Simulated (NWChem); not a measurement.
Program: NWChem. System: AuCl, charge 0, spin multiplicity 1, at a geometry optimised with PBE0/def2-SVP with def2 effective core potentials on Au. The structure started from a generated list of species. Level: MP2/def2-SVPD with def2 effective core potentials on Au, 9 core orbitals frozen.

Output (cleaned and shortened):

```
             Northwest Computational Chemistry Package (NWChem) 7.3.0
             --------------------------------------------------------

                                NWChem Input Module
                                -------------------

 Scaling coordinates for geometry "geometry" by  1.889725989
 (inverse scale =  0.529177249)

 Turning off AUTOSYM since
 SYMMETRY directive was detected!

                             Geometry "geometry" -> ""
                             -------------------------

 Output coordinates in angstroms (scale by  1.889725989 to convert to a.u.)

  No.       Tag          Charge          X              Y              Z
 ---- ---------------- ---------- -------------- -------------- --------------
    1 Au                  79.0000     0.00000000     0.00000000    -0.39896400
    2 Cl                  17.0000     0.00000000     0.00000000     1.85400900

 Effective nuclear repulsion energy (a.u.)     315.4432145466

            Nuclear Dipole moment (a.u.)
            ----------------------------
        X                 Y               Z
 ---------------- ---------------- ----------------
     0.0000000000     0.0000000000    -0.0000056692

      Symmetry information
      --------------------

 Group name             C2v
 Group number             16
 Group order               4
 No. of unique centers     2

      Symmetry unique atoms

     1    2


 Summary of "ao basis" -> "" (spherical)
 ------------------------------------------------------------------------------
       Tag                 Description            Shells   Functions and Types
 ---------------- ------------------------------  ------  ---------------------
 *                         def2-svpd                  on all atoms

 Summary of "ao basis" -> "ao basis" (spherical)
 ------------------------------------------------------------------------------
       Tag                 Description            Shells   Functions and Types
 ---------------- ------------------------------  ------  ---------------------
 Au                        def2-svpd                13       35   6s4p2d1f
 Cl                        def2-svpd                11       27   5s4p2d

                                 NWChem SCF Module
                                 -----------------

  ao basis        = "ao basis"
  functions       =    62
  atoms           =     2
  closed shells   =    18
  open shells     =     0
  charge          =   0.00
  wavefunction    = RHF
  use symmetry    = T
  symmetry adapt  = T

 Summary of "ao basis" -> "ao basis" (spherical)
 ------------------------------------------------------------------------------
       Tag                 Description            Shells   Functions and Types
 ---------------- ------------------------------  ------  ---------------------
 Au                        def2-svpd                13       35   6s4p2d1f
 Cl                        def2-svpd                11       27   5s4p2d

      Symmetry analysis of basis
      --------------------------

        a1         29
        a2          5
        b1         14
        b2         14

 Forming initial guess at       0.0s

      Superposition of Atomic Density Guess
      -------------------------------------

 Sum of atomic energies:        -611.77396239

      Non-variational initial energy
      ------------------------------

 Total energy =    -593.982321
 1-e energy   =   -1023.127483
 2-e energy   =     353.279073
 HOMO         =      -0.409835
 LUMO         =      -0.184662

      Symmetry analysis of molecular orbitals - initial
      -------------------------------------------------

 !! scf_movecs_sym_adapt:   38 vectors were symmetry contaminated

  Symmetry fudging

 !! scf_movecs_sym_adapt:   36 vectors were symmetry contaminated

  Numbering of irreducible representations:

     1 a1          2 a2          3 b1          4 b2

  Orbital symmetries:

     1 a1          2 a1          3 a1          4 b1          5 b2
     6 a1          7 a1          8 b2          9 b1         10 a1
    11 a1         12 b1         13 b2         14 a1         15 a2
    16 a1         17 b2         18 b1         19 a1         20 b2
    21 b1         22 a1         23 a1         24 b2         25 b1
[...]
 Vector   16  Occ=2.000000D+00  E=-4.047833D-01  Symmetry=a1
              MO Center= -4.8D-16,  1.2D-16,  7.2D-01, r^2= 2.6D+00
   Bfn.  Coefficient  Atom+Function         Bfn.  Coefficient  Atom+Function
  ----- ------------  ---------------      ----- ------------  ---------------
    21      0.492331  1 Au d  0              49      0.454088  2 Cl pz
     5     -0.338625  1 Au s                 46      0.305245  2 Cl pz
     3      0.303455  1 Au s                  2     -0.199364  1 Au s
    43      0.180619  2 Cl pz

 Vector   17  Occ=2.000000D+00  E=-4.002622D-01  Symmetry=b1
              MO Center=  7.5D-16, -5.3D-30,  1.5D+00, r^2= 2.0D+00
   Bfn.  Coefficient  Atom+Function         Bfn.  Coefficient  Atom+Function
  ----- ------------  ---------------      ----- ------------  ---------------
    47      0.596515  2 Cl px                44      0.433096  2 Cl px
    22      0.370705  1 Au d  1              41      0.249328  2 Cl px

 Vector   18  Occ=2.000000D+00  E=-4.002622D-01  Symmetry=b2
              MO Center= -1.8D-31,  9.8D-16,  1.5D+00, r^2= 2.0D+00
   Bfn.  Coefficient  Atom+Function         Bfn.  Coefficient  Atom+Function
  ----- ------------  ---------------      ----- ------------  ---------------
    48      0.596515  2 Cl py                45      0.433096  2 Cl py
    20     -0.370705  1 Au d -1              42      0.249328  2 Cl py

 Vector   19  Occ=0.000000D+00  E=-2.666507D-02  Symmetry=a1
              MO Center=  2.7D-16,  8.1D-15, -1.2D+00, r^2= 4.3D+00
   Bfn.  Coefficient  Atom+Function         Bfn.  Coefficient  Atom+Function
  ----- ------------  ---------------      ----- ------------  ---------------
     6      0.742342  1 Au s                 15     -0.471614  1 Au pz
     3     -0.298250  1 Au s                 49      0.271152  2 Cl pz
     5      0.220586  1 Au s                  2      0.197351  1 Au s
    21      0.171553  1 Au d  0              39     -0.151887  2 Cl s

 Vector   20  Occ=0.000000D+00  E= 8.049144D-02  Symmetry=b2
              MO Center= -2.3D-31, -1.3D-14, -6.6D-01, r^2= 7.0D+00
   Bfn.  Coefficient  Atom+Function         Bfn.  Coefficient  Atom+Function
  ----- ------------  ---------------      ----- ------------  ---------------
    14      1.300543  1 Au py                51     -0.268348  2 Cl py
    17     -0.207480  1 Au py                 8     -0.167632  1 Au py
    48     -0.154152  2 Cl py

 Vector   21  Occ=0.000000D+00  E= 8.049144D-02  Symmetry=b1
              MO Center=  2.0D-15,  3.1D-30, -6.6D-01, r^2= 7.0D+00
   Bfn.  Coefficient  Atom+Function         Bfn.  Coefficient  Atom+Function
  ----- ------------  ---------------      ----- ------------  ---------------
    13      1.300543  1 Au px                50     -0.268348  2 Cl px
    16     -0.207480  1 Au px                 7     -0.167632  1 Au px
    47     -0.154152  2 Cl px

 center of mass
 --------------
 x =   0.00000000 y =   0.00000000 z =  -0.11203018

 moments of inertia (a.u.)
 ------------------
         538.290172519765           0.000000000000           0.000000000000
           0.000000000000         538.290172519765           0.000000000000
           0.000000000000           0.000000000000           0.000000000000

  Mulliken analysis of the total density
  --------------------------------------

    Atom       Charge   Shell Charges
 -----------   ------   -------------------------------------------------------
    1 Au  19    18.40   0.06 -0.45  1.74  0.65  0.35  0.10  5.54  0.47  0.01  0.07  8.66  1.19  0.01
    2 Cl  17    17.60   2.00  1.99  1.21  0.75  0.02  5.94  2.06  3.32  0.28  0.02  0.01

       Multipole analysis of the density wrt the origin
       ------------------------------------------------

     L   x y z        total         open         nuclear
     -   - - -        -----         ----         -------
     0   0 0 0      0.000000      0.000000     36.000000

     1   1 0 0      0.000000      0.000000      0.000000
     1   0 1 0     -0.000000      0.000000      0.000000
     1   0 0 1     -2.225249      0.000000     45.235953

     2   2 0 0    -26.217610      0.000000      0.000000
     2   1 1 0      0.000000      0.000000      0.000000
     2   1 0 1      0.000000      0.000000      0.000000
     2   0 2 0    -26.217610      0.000000      0.000000
     2   0 1 1      0.000000      0.000000      0.000000
     2   0 0 2    -28.191363      0.000000    219.474800

                   NWChem MP2 Semi-direct Energy/Gradient Module
                   ---------------------------------------------

  Basis functions       =     62
  Molecular orbitals    =     62
  Frozen core           =      9
  Frozen virtuals       =      0
  Active alpha occupied =      9
  Active beta occupied  =      9
  Active alpha virtual  =     44
  Active beta virtual   =     44
  Use MO symmetry       = T
  Use skeleton AO sym   = T

  AO/Fock/Back tols     =   1.0D-09  1.0D-09  1.0D-09

 GA uses MA = F    GA memory limited = T

 Available:
  local mem=  1.26D+08
 global mem=  1.44D+08
 local disk=  0.00D+00
  mp2_memr nvloc                    44
  nvloc new                    44
   1 passes of   9:        4194304                      27633                   2621356.
   1 passes of   9: M    126141263           G      144171512           F     121946959.

 Semi-direct pass number   1 of   1  for RHF alpha+beta  at        0.4s
  vrange nnbf                  1942
  mp2_eaftype                    10  avail_ma_in_mb                  1099
 EAF : mp2_eaftype filesize          10    1310678.
  mp2_eaf for mointskh                     10
Node 0 wrote      6.2 Mb in      0.0 s     Agg I/O rate:  1965.8 Mb/s
 Done moints_semi at        1.2s
  mp2_eaftype                    10  avail_ma_in_mb                  1089
 EAF : mp2_eaftype filesize          10    1310678.
  mp2_eaf for kh                    10
 Done maket at        1.2s
 Done multipass loop at        1.2s

          -------------------------------------------
          SCF energy                -594.170386280880
          Correlation energy          -0.408411756013
          Singlet pairs               -0.208390209735
          Triplet pairs               -0.200021546278
          Total MP2 energy          -594.578798036893
          -------------------------------------------

          ---------------------------------------------------
                    Spin Component Scaled (SCS) MP2
          Same spin pairs                     -0.133347697519
          Same spin scaling factor             0.333333333333
          Opposite spin pairs                 -0.275064058494
          Opposite spin scaling fact.          1.200000000000
          SCS-MP2 correlation energy          -0.374526102699
          Total SCS-MP2 energy              -594.544912383579
          ---------------------------------------------------

 -----------------------
 Performance information
 -----------------------

 Timer overhead =  1.00D-07 seconds/call

               Nr. of calls         CPU time (s)                 Wall time (s)                GFlops
             ---------------    -------------------     ------------------------------   -------------------
Name         Min   Avg   Max    Min     Avg     Max     Min     Avg     Max   Mx/calls   Min     Max     Sum
mp2: moin     1     1     1   0.77    0.77    0.77     0.77    0.77    0.77    0.77      0.0     0.0     0.0
mp2: make     1     1     1   3.86E-2 3.86E-2 3.86E-2  3.86E-2 3.86E-2 3.86E-2 3.86E-2   0.0     0.0     0.0
mp2: tota     1     1     1   0.84    0.84    0.84     0.84    0.84    0.84    0.84      0.0     0.0     0.0

 The average no. of pstat calls per process was 3.00D+00
 with a timing overhead of 3.01D-07s

 Task  times  cpu:        1.2s     wall:        1.2s

 Total times  cpu:        1.2s     wall:        1.2s
```

Task: Write an NWChem input that would produce this output.

Result: One answer among several that fit: 
```
start mol
memory heap 200 mb stack 900 mb global 1100 mb
geometry units angstroms nocenter noautoz
  Au     0.000000     0.000000    -0.398964
  Cl     0.000000     0.000000     1.854009
  symmetry group C2v
end
basis spherical
  * library def2-svpd
end
ecp
  Au library def2-ecp
end
scf
  rhf
  nopen 0
  maxiter 100
  thresh 1e-7
  semidirect memsize 60000000 filesize 0
end
mp2
  freeze core 9
end
task mp2 energy
```
